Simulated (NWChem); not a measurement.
System: SiO2 anion, doublet; SMILES of the neutral closed-shell parent O=[Si]=O

Here is an NWChem input.

```
start job
memory heap 200 mb stack 900 mb global 1100 mb
charge -1
geometry units angstroms noautosym nocenter noautoz
  O      1.475901     0.000000    -0.273780
  Si     0.000000     0.000000     0.293347
  O     -1.475901     0.000000    -0.273780
end
basis spherical
  O library iglo-ii
  Si library iglo-ii
end
dft
  odft
  mult 2
  xc xcamb88 1.00 lyp 0.81 vwn_5 0.19 hfexch 1.00
  cam 0.33 cam_alpha 0.19 cam_beta 0.46
  iterations 150
end
property
  hyperfine
end
task dft property
```

Parts of the log:

```
             Northwest Computational Chemistry Package (NWChem) 7.3.0
             --------------------------------------------------------

                             Geometry "geometry" -> ""
                             -------------------------

 Output coordinates in angstroms (scale by  1.889725989 to convert to a.u.)

  No.       Tag          Charge          X              Y              Z
 ---- ---------------- ---------- -------------- -------------- --------------
    1 O                    8.0000     1.47590100     0.00000000    -0.27378000
    2 Si                  14.0000     0.00000000     0.00000000     0.29334700
    3 O                    8.0000    -1.47590100     0.00000000    -0.27378000

 Effective nuclear repulsion energy (a.u.)      86.4432562112

                              NWChem Property Module
                              ----------------------

  itol2e modified to match energy
  convergence criterion.

                                 NWChem DFT Module
                                 -----------------

 Summary of "ao basis" -> "ao basis" (spherical)
 ------------------------------------------------------------------------------
       Tag                 Description            Shells   Functions and Types
 ---------------- ------------------------------  ------  ---------------------
 O                          iglo-ii                 10       22   5s4p1d
 Si                         iglo-ii                 15       35   7s6p2d

  itol2e modified to match energy
  convergence criterion.

            General Information
            -------------------
          SCF calculation type: DFT
          Wavefunction type:  spin polarized.
          No. of atoms     :     3
          No. of electrons :    31
           Alpha electrons :    16
            Beta electrons :    15
          Charge           :    -1
          Spin multiplicity:     2
          Use of symmetry is: off; symmetry adaption is: off
          Maximum number of iterations: 150
          AO basis - number of functions:    79
                     number of shells:    35
          Convergence on energy requested:  1.00D-07
          Convergence on density requested:  1.00D-05
          Convergence on gradient requested:  5.00D-04

              XC Information
              --------------
                     Hartree-Fock (Exact) Exchange  1.000
                   CAM-Becke88 Exchange Functional  1.000
                      VWN V Correlation Functional  0.190 local
              Lee-Yang-Parr Correlation Functional  0.810

           Range-Separation Parameters
           ---------------------------
           Alpha           :  0.19
           Beta            :  0.46
           Gamma           :  0.33
           Short-Range HF  :     F

             Grid Information
             ----------------
          Grid used for XC integration:  fine
          Radial quadrature: Mura-Knowles
          Angular quadrature: Lebedev.
          Tag              B.-S. Rad. Rad. Pts. Rad. Cut. Ang. Pts.
          ---              ---------- --------- --------- ---------
          O                   0.60       70           8.0       590
          Si                  1.10      123           6.0       770
          Grid pruning is: on
          Number of quadrature shells:   263
          Spatial weights used:  Erf1

      Superposition of Atomic Density Guess
      -------------------------------------

 Sum of atomic energies:        -438.36564253

 Renormalizing density from      30.00 to     31

      Non-variational initial energy
      ------------------------------

 Total energy =    -447.235442
 1-e energy   =    -804.640762
 2-e energy   =     270.962063
 HOMO         =       0.158763
 LUMO         =       0.328629

   convergence    iter        energy       DeltaE   RMS-Dens  Diis-err
 ---------------- ----- ----------------- --------- --------- ---------
 d= 0,ls=0.0,diis     1   -439.8102333789 -5.26D+02  1.25D-02  1.26D+00
                                                     7.32D-03  1.22D+00
 d= 0,ls=0.0,diis     2   -439.8568632759 -4.66D-02  4.98D-03  4.87D-01
                                                     4.91D-03  4.73D-01
 d= 0,ls=0.0,diis     3   -439.9384717291 -8.16D-02  1.88D-03  1.80D-01
                                                     1.80D-03  1.80D-01
 d= 0,ls=0.0,diis     4   -439.9963119911 -5.78D-02  6.20D-04  3.89D-03
                                                     2.73D-04  3.38D-03
 d= 0,ls=0.0,diis     5   -439.9974174584 -1.11D-03  1.87D-04  2.75D-05
                                                     8.06D-05  3.60D-05
  Resetting Diis
 d= 0,ls=0.0,diis     6   -439.9974517560 -3.43D-05  6.83D-05  2.40D-06
                                                     4.02D-05  2.53D-06
 d= 0,ls=0.0,diis     7   -439.9974560795 -4.32D-06  7.47D-06  1.14D-07
                                                     6.01D-06  9.98D-08
 d= 0,ls=0.0,diis     8   -439.9974562591 -1.80D-07  1.92D-06  4.90D-08
                                                     2.81D-06  8.77D-08
 d= 0,ls=0.0,diis     9   -439.9974562996 -4.05D-08  3.17D-06  3.63D-08
                                                     3.10D-06  2.41D-08

         Total DFT energy =     -439.997456299606
      One electron energy =     -789.088883380977
           Coulomb energy =      300.973959941819
    Exchange-Corr. energy =      -38.325789071632
 Nuclear repulsion energy =       86.443256211185

 Numeric. integr. density =       30.999999903806

                    DFT Final Alpha Molecular Orbital Analysis
                    ------------------------------------------

 Vector   14  Occ=1.000000D+00  E=-1.236911D-01
              MO Center= -5.3D-06, -8.0D-08, -1.9D-01, r^2= 2.8D+00
   Bfn.  Coefficient  Atom+Function         Bfn.  Coefficient  Atom+Function
  ----- ------------  ---------------      ----- ------------  ---------------
    14      0.241685  1 O  pz                71     -0.241686  3 O  pz
    17      0.239157  1 O  pz                74     -0.239158  3 O  pz
    12      0.165647  1 O  px                69      0.165647  3 O  px
    11      0.162987  1 O  pz                68     -0.162987  3 O  pz
    15      0.158879  1 O  px                72      0.158880  3 O  px

 Vector   15  Occ=1.000000D+00  E=-1.236583D-01
              MO Center= -5.9D-06,  7.9D-08, -2.4D-01, r^2= 2.7D+00
   Bfn.  Coefficient  Atom+Function         Bfn.  Coefficient  Atom+Function
  ----- ------------  ---------------      ----- ------------  ---------------
    16      0.297320  1 O  py                73     -0.297321  3 O  py
    13      0.284323  1 O  py                70     -0.284324  3 O  py
    10      0.197583  1 O  py                67     -0.197583  3 O  py
    48      0.107661  2 Si d -2               7      0.070422  1 O  py
    64     -0.070422  3 O  py                53      0.026390  2 Si d -2

 Vector   16  Occ=1.000000D+00  E=-5.172621D-02
              MO Center= -1.0D-06, -3.1D-10,  5.0D-01, r^2= 2.6D+00
   Bfn.  Coefficient  Atom+Function         Bfn.  Coefficient  Atom+Function
  ----- ------------  ---------------      ----- ------------  ---------------
    29      0.796250  2 Si s                 47      0.256660  2 Si pz
    17     -0.224892  1 O  pz                74     -0.224892  3 O  pz
    44      0.216010  2 Si pz                14     -0.175838  1 O  pz
    71     -0.175839  3 O  pz                 5     -0.138951  1 O  s
    62     -0.138951  3 O  s                 27     -0.130731  2 Si s

 Vector   17  Occ=0.000000D+00  E= 2.418461D-01
              MO Center= -1.2D-07,  3.6D-09,  3.1D-01, r^2= 3.1D+00
   Bfn.  Coefficient  Atom+Function         Bfn.  Coefficient  Atom+Function
  ----- ------------  ---------------      ----- ------------  ---------------
    46      0.884696  2 Si py                16     -0.328345  1 O  py
    73     -0.328345  3 O  py                43      0.268900  2 Si py
    13     -0.170446  1 O  py                70     -0.170446  3 O  py
    10     -0.131818  1 O  py                67     -0.131818  3 O  py
    37     -0.090616  2 Si py                49      0.080886  2 Si d -1

 Vector   18  Occ=0.000000D+00  E= 3.219816D-01
              MO Center= -1.6D-08, -2.5D-09, -3.2D-01, r^2= 3.2D+00
   Bfn.  Coefficient  Atom+Function         Bfn.  Coefficient  Atom+Function
  ----- ------------  ---------------      ----- ------------  ---------------
    29      1.001228  2 Si s                 47     -1.001846  2 Si pz
     5     -0.485039  1 O  s                 62     -0.485039  3 O  s
    15      0.288354  1 O  px                72     -0.288354  3 O  px
    17      0.171359  1 O  pz                74      0.171359  3 O  pz
    44     -0.159285  2 Si pz                12      0.130741  1 O  px

 Vector   19  Occ=0.000000D+00  E= 3.857427D-01
              MO Center=  5.1D-08,  1.7D-09,  5.7D-01, r^2= 4.5D+00
   Bfn.  Coefficient  Atom+Function         Bfn.  Coefficient  Atom+Function
  ----- ------------  ---------------      ----- ------------  ---------------
    45      1.603555  2 Si px                 5     -0.825542  1 O  s
    62      0.825542  3 O  s                 17     -0.193651  1 O  pz
    74      0.193651  3 O  pz                15      0.138894  1 O  px
    72      0.138894  3 O  px                42      0.119333  2 Si px
    14     -0.094525  1 O  pz                71      0.094525  3 O  pz

                     DFT Final Beta Molecular Orbital Analysis
                     -----------------------------------------

 Vector   13  Occ=1.000000D+00  E=-1.602847D-01
              MO Center=  6.2D-06, -1.4D-09, -7.9D-02, r^2= 2.7D+00
   Bfn.  Coefficient  Atom+Function         Bfn.  Coefficient  Atom+Function
  ----- ------------  ---------------      ----- ------------  ---------------
    14      0.226092  1 O  pz                71      0.226091  3 O  pz
    47      0.205465  2 Si pz                17      0.199232  1 O  pz
    74      0.199231  3 O  pz                44      0.184693  2 Si pz
    11      0.152567  1 O  pz                68      0.152566  3 O  pz
    29      0.138018  2 Si s                 12      0.110202  1 O  px

 Vector   14  Occ=1.000000D+00  E=-1.211175D-01
              MO Center= -6.6D-06, -1.4D-09, -2.4D-01, r^2= 2.7D+00
   Bfn.  Coefficient  Atom+Function         Bfn.  Coefficient  Atom+Function
  ----- ------------  ---------------      ----- ------------  ---------------
    16      0.299719  1 O  py                73     -0.299720  3 O  py
    13      0.283338  1 O  py                70     -0.283339  3 O  py
    10      0.196826  1 O  py                67     -0.196827  3 O  py
    48      0.106577  2 Si d -2               7      0.070285  1 O  py
    64     -0.070286  3 O  py                53      0.026534  2 Si d -2

 Vector   15  Occ=1.000000D+00  E=-1.114697D-01
              MO Center= -6.1D-06,  5.4D-10, -1.9D-01, r^2= 2.8D+00
   Bfn.  Coefficient  Atom+Function         Bfn.  Coefficient  Atom+Function
  ----- ------------  ---------------      ----- ------------  ---------------
    17      0.268767  1 O  pz                74     -0.268768  3 O  pz
    14      0.260451  1 O  pz                71     -0.260452  3 O  pz
    11      0.176687  1 O  pz                68     -0.176688  3 O  pz
    12      0.118123  1 O  px                69      0.118123  3 O  px
    15      0.117344  1 O  px                72      0.117344  3 O  px

[...]

          ----------------------
          Hyperfine Interactions
          ----------------------

 Total Spin Density (Fermi Contact Term)
 ------------------ --------------------
     Atom            x         y         z       Density (a.u.)      Aiso(MHz)     Aiso(Gauss)
     1  17-O      2.78905   0.00000  -0.51737       0.067655        -41.012280     -14.634177
     2  29-Si     0.00000   0.00000   0.55435       0.685206       -608.961689    -217.292307
     3  17-O     -2.78905   0.00000  -0.51737       0.067655        -41.012228     -14.634158

           -------------------------------------------
           Anisotropic Interaction (Spin-Dipolar Term)
           -------------------------------------------

 ------------------------------------------------------------
     Atom            x         y         z
 ------------------------------------------------------------
     1  17-O      2.78905   0.00000  -0.51737

   Spin-Dipolar term (a.u.)
        xx             yy             zz             xy             xz             yz
 ------------------------------------------------------------------------------------------
      -0.006755      -0.507553       0.514308       0.000000      -0.642495      -0.000000

   Principal Comp. of -hf- tensor (au)            Anisotropic -hfcc- (MHz)               Anisotropic -hfcc- (Gauss)
 --------------------------------------------------------------------------------------------------------------------------
     -0.439532    -0.507553     0.947084      31.804212    36.726163   -68.530375      11.348515    13.104786   -24.453301

   Orientation of the principal axis of Hyperfine Tensor w.r.t absolute (molecular) frame
 --------------------------------------------------------------------------------------------------------------------------
      0.829392    -0.000000    -0.558668
      0.000000     1.000000    -0.000000
      0.558668    -0.000000     0.829392

 ------------------------------------------------------------
     Atom            x         y         z
 ------------------------------------------------------------
     2  29-Si     0.00000   0.00000   0.55435

   Spin-Dipolar term (a.u.)
        xx             yy             zz             xy             xz             yz
 ------------------------------------------------------------------------------------------
      -0.416523      -0.222507       0.639030       0.000000       0.000000      -0.000000

   Principal Comp. of -hf- tensor (au)            Anisotropic -hfcc- (MHz)               Anisotropic -hfcc- (Gauss)
 --------------------------------------------------------------------------------------------------------------------------
     -0.416523    -0.222507     0.639030      44.186496    23.604448   -67.790944      15.766814     8.422640   -24.189454

   Orientation of the principal axis of Hyperfine Tensor w.r.t absolute (molecular) frame
 --------------------------------------------------------------------------------------------------------------------------
      1.000000     0.000000     0.000000
     -0.000000     1.000000    -0.000000
     -0.000000     0.000000     1.000000

 ------------------------------------------------------------
     Atom            x         y         z
 ------------------------------------------------------------
     3  17-O     -2.78905   0.00000  -0.51737

   Spin-Dipolar term (a.u.)
        xx             yy             zz             xy             xz             yz
 ------------------------------------------------------------------------------------------
      -0.006755      -0.507553       0.514308       0.000000       0.642495       0.000000

   Principal Comp. of -hf- tensor (au)            Anisotropic -hfcc- (MHz)               Anisotropic -hfcc- (Gauss)
 --------------------------------------------------------------------------------------------------------------------------
     -0.439532    -0.507553     0.947085      31.804223    36.726181   -68.530405      11.348519    13.104793   -24.453311

   Orientation of the principal axis of Hyperfine Tensor w.r.t absolute (molecular) frame
 --------------------------------------------------------------------------------------------------------------------------
      0.829392    -0.000000     0.558668
      0.000000     1.000000     0.000000
     -0.558668     0.000000     0.829392
```

Level: CAM-B3LYP/IGLO-II, spin-unrestricted, contact and dipolar terms. In the optimisation the excess spin sits in a1 (C2v, its own frame). Sets without diffuse functions describe the anion's extra electron poorly. Coordinates come from a B3LYP/def2-SVPD, spin-unrestricted optimisation. The spin multiplicity was typed, not searched, and may not be the lowest. No stability test was run on the SCF state.
